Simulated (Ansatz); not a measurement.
```yaml
crystal:
  periodic: [false, false, false]
  atoms:
    - {symbol: F, position_ang: [-2.111061, -0.029019, 0.445446]}
    - {symbol: C, position_ang: [-0.832995, 0.462913, 0.394817]}
    - {symbol: N, position_ang: [0.096107, -0.395752, 1.114744]}
    - {symbol: C, position_ang: [1.138612, -0.581032, 0.393572]}
    - {symbol: Ga, position_ang: [0.319352, 0.153997, -1.266324]}
    - {symbol: H, position_ang: [-0.838365, 1.451691, 0.860580]}
    - {symbol: H, position_ang: [1.997726, -1.096061, 0.825366]}
    - {symbol: H, position_ang: [0.322825, -0.023937, -2.824001]}
basis:
  gaussian: {orbitals: ANO-RCC-VTZP}
hamiltonian: {xc: {name: CAM-B3LYP}, dispersion: d4}
smearing: {width: 0.1}
output: {forces: true}
```

```sh
$ ansatz run in.yaml --threads 4 --pin off --events-out ev --progress --plain --max-ram 10444MiB
```

Output, abridged:

```
Error: YAML parse error: error: line 15 column 1: unknown field `smearing`, expected one of crystal, accuracy, basis, kpoints, hamiltonian, magnetization, projection, total_charge, correlation, batch, efield, external_charges, scf, relax, neb, saddle, md, ramp, phonons, dielectric, real_time, elastic, magnetic_configurations, gw, evaluate, workflow, output, checkpoint, execution
  --> <input>:15:1
   |
13 |   gaussian: {orbitals: ANO-RCC-VTZP}
14 | hamiltonian: {xc: {name: CAM-B3LYP}, dispersion: d4}
15 | smearing: {width: 0.1}
   | ^ unknown field `smearing`, expected one of crystal, accuracy, basis, kpoints, hamiltonian, magnetization, projection, total_charge, correlation, batch, efield, external_charges, scf, relax, neb, saddle, md, ramp, phonons, dielectric, real_time, elastic, magnetic_configurations, gw, evaluate, workflow, output, checkpoint, execution
16 | output: {forces: true}
   |
```

Q: Something in this input is off. What?

A: The input holds a key that doesn't belong there. The program refused the input.
